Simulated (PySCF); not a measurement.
Record of a relaxation.

C4H11B.
Numbering: `[BH2:1][C:2]([CH3:3])([CH3:4])[CH3:5]` (hydrogens: H6, H7 on B1; H8, H9, H10 on C3; H11, H12, H13 on C4; H14, H15, H16 on C5)

Computed by this run: PBE0-D3(BJ)/def2-SVP geometry optimisation, gas phase (PySCF); density fitting, grid level 1; the optimiser is geomeTRIC in internal coordinates, started from a GFN2-xTB structure with every atom displaced at random (about 0.01 Å). The frame can shift and turn from step to step; on so coarse a grid that alone can change the energy by a few meV, and forces under 0.02 eV/Å are noise.

Step 0: E = -4993.3971 eV, largest atomic force 2.747 eV/Å
```
atom  x, y, z in Å  |  force x, y, z in eV/Å
B1     -0.878    1.204    0.744    0.324   0.000  -0.790
C2     -0.015    0.096    0.075    1.002  -0.433  -0.531
C3     -1.024   -0.663   -0.837    1.038   0.176   1.061
C4      1.160    0.638   -0.808   -2.655   0.276   0.646
C5      0.581   -0.901    1.073   -0.571   1.249   0.830
H6     -1.463    1.026    1.742   -0.477  -0.274   0.945
H7     -1.045    2.248    0.194   -0.028   0.448  -0.253
H8     -0.474   -1.471   -1.339   -0.111  -0.164  -0.074
H9     -1.822   -1.074   -0.223   -0.450  -0.362   0.046
H10    -1.429   -0.003   -1.572   -0.576   0.593  -0.913
H11     1.839    1.182   -0.193    1.036   0.566   0.554
H12     0.748    1.307   -1.562    0.015   0.355  -0.311
H13     1.621   -0.173   -1.306    0.963  -1.156  -0.659
H14     1.092   -1.695    0.575    0.697  -0.913  -0.587
H15    -0.201   -1.345    1.699   -0.108  -0.087   0.163
H16     1.292   -0.379    1.747   -0.097  -0.275  -0.129
```

Step 1: E = -4993.6068 eV, largest atomic force 0.324 eV/Å
```
atom  x, y, z in Å  |  force x, y, z in eV/Å
B1     -1.183    1.305    0.661    0.016  -0.038   0.107
C2     -0.293    0.176    0.040   -0.058   0.069  -0.017
C3     -1.376   -0.522   -0.821   -0.088   0.184  -0.057
C4      0.821    0.693   -0.870    0.173  -0.194   0.043
C5      0.261   -0.819    1.056    0.148  -0.255  -0.134
H6     -1.803    1.115    1.689    0.019  -0.034  -0.058
H7     -1.341    2.359    0.087   -0.001   0.011  -0.058
H8     -0.909   -1.364   -1.358   -0.011  -0.060  -0.038
H9     -2.200   -0.931   -0.212    0.027   0.000  -0.026
H10    -1.809    0.156   -1.582    0.059  -0.117   0.107
H11     1.589    1.230   -0.282   -0.059  -0.092  -0.142
H12     0.434    1.386   -1.630   -0.011   0.048  -0.039
H13     1.319   -0.151   -1.399   -0.080   0.255   0.143
H14     0.772   -1.663    0.542   -0.125   0.166   0.113
H15    -0.532   -1.244    1.689   -0.025   0.011   0.022
H16     1.004   -0.352    1.719    0.015   0.047   0.033
```

Step 2: E = -4993.6122 eV, largest atomic force 0.077 eV/Å
```
atom  x, y, z in Å  |  force x, y, z in eV/Å
B1     -1.179    1.302    0.663   -0.052  -0.031   0.026
C2     -0.291    0.176    0.040    0.042   0.027  -0.034
C3     -1.377   -0.519   -0.820   -0.001   0.049  -0.004
C4      0.824    0.694   -0.871   -0.002  -0.053   0.002
C5      0.262   -0.820    1.058    0.047  -0.057  -0.023
H6     -1.803    1.094    1.681    0.001   0.011  -0.005
H7     -1.346    2.353    0.083    0.015  -0.005  -0.008
H8     -0.918   -1.365   -1.362   -0.005  -0.007   0.003
H9     -2.200   -0.925   -0.211    0.001  -0.007   0.002
H10    -1.809    0.157   -1.577    0.008  -0.013   0.009
H11     1.596    1.227   -0.294   -0.003  -0.007  -0.010
H12     0.435    1.391   -1.630   -0.003   0.008   0.001
H13     1.322   -0.139   -1.400   -0.009   0.037   0.018
H14     0.766   -1.665    0.553   -0.025   0.025   0.015
H15    -0.534   -1.238    1.694   -0.003   0.016   0.008
H16     1.005   -0.349    1.721   -0.011   0.009   0.000
```

Step 3: E = -4993.6126 eV, largest atomic force 0.036 eV/Å
```
atom  x, y, z in Å  |  force x, y, z in eV/Å
B1     -1.182    1.297    0.664   -0.018   0.019  -0.015
C2     -0.289    0.174    0.040    0.032   0.000   0.017
C3     -1.376   -0.518   -0.820   -0.002   0.000   0.006
C4      0.823    0.694   -0.871   -0.024   0.012  -0.002
C5      0.265   -0.822    1.058   -0.001   0.000   0.004
H6     -1.810    1.097    1.681    0.008  -0.020  -0.002
H7     -1.344    2.346    0.080   -0.001   0.002  -0.004
H8     -0.920   -1.365   -1.362   -0.002   0.000   0.004
H9     -2.198   -0.925   -0.209   -0.004  -0.005   0.002
H10    -1.808    0.158   -1.575   -0.003   0.008  -0.010
H11     1.597    1.227   -0.296    0.007   0.008   0.011
H12     0.433    1.393   -1.627    0.002   0.000   0.005
H13     1.322   -0.134   -1.402    0.004  -0.018  -0.010
H14     0.766   -1.667    0.554    0.003  -0.013  -0.008
H15    -0.532   -1.235    1.695    0.002   0.007   0.005
H16     1.008   -0.349    1.720   -0.003   0.000  -0.003
```

Step 4: E = -4993.6128 eV, largest atomic force 0.033 eV/Å
```
atom  x, y, z in Å  |  force x, y, z in eV/Å
B1     -1.183    1.296    0.662   -0.010  -0.004  -0.010
C2     -0.288    0.175    0.040    0.028   0.005   0.018
C3     -1.376   -0.517   -0.819   -0.009  -0.007   0.005
C4      0.823    0.695   -0.871   -0.009   0.016  -0.004
C5      0.266   -0.822    1.058   -0.015   0.014   0.004
H6     -1.810    1.089    1.679   -0.003  -0.001   0.002
H7     -1.348    2.346    0.080   -0.001  -0.003   0.001
H8     -0.922   -1.365   -1.361    0.000   0.000   0.002
H9     -2.198   -0.923   -0.208   -0.002  -0.001   0.000
H10    -1.808    0.159   -1.575   -0.002   0.005  -0.008
H11     1.597    1.227   -0.296    0.004   0.004   0.007
H12     0.433    1.394   -1.627    0.002   0.000   0.002
H13     1.322   -0.134   -1.403    0.005  -0.016  -0.012
H14     0.765   -1.668    0.555    0.005  -0.012  -0.008
H15    -0.531   -1.231    1.697    0.002   0.002   0.003
H16     1.010   -0.348    1.718    0.004  -0.002  -0.003
```

Step 5: E = -4993.6130 eV, largest atomic force 0.024 eV/Å
```
atom  x, y, z in Å  |  force x, y, z in eV/Å
B1     -1.186    1.293    0.661   -0.002  -0.015  -0.009
C2     -0.286    0.175    0.040    0.016   0.009   0.015
C3     -1.376   -0.516   -0.817   -0.009  -0.004  -0.001
C4      0.824    0.696   -0.872    0.002   0.004   0.000
C5      0.269   -0.821    1.058   -0.012   0.011  -0.002
H6     -1.814    1.081    1.676   -0.005   0.006   0.002
H7     -1.354    2.343    0.078   -0.002  -0.001   0.003
H8     -0.923   -1.365   -1.359    0.003   0.001   0.000
H9     -2.198   -0.922   -0.206    0.001   0.003  -0.001
H10    -1.808    0.160   -1.574    0.001  -0.001  -0.001
H11     1.598    1.228   -0.296   -0.002  -0.003   0.000
H12     0.433    1.397   -1.626   -0.001   0.000   0.000
H13     1.322   -0.132   -1.405    0.000  -0.002  -0.003
H14     0.764   -1.670    0.554    0.002  -0.004  -0.001
H15    -0.527   -1.228    1.700    0.002  -0.002   0.000
H16     1.015   -0.348    1.715    0.007  -0.003  -0.003
```

**Question.** Summarise the path.

**Answer.** The energy falls by 20.82 kJ/mol from step 0 to step 5; nine tenths of that is first reached at step 1. It falls at every step. The largest force goes from 2.747 to 0.024 eV/Å. Among the bonds C4–H13 changes most, from 1.058 to 1.104 Å; the atoms move by 0.060 Å rms after alignment.

What follows is the cost of the whole optimisation. Hardware: one thread, Arm Neoverse V1 (aarch64) (shared host). Cost: 34 s of wall time, 0.54 GiB resident at most.
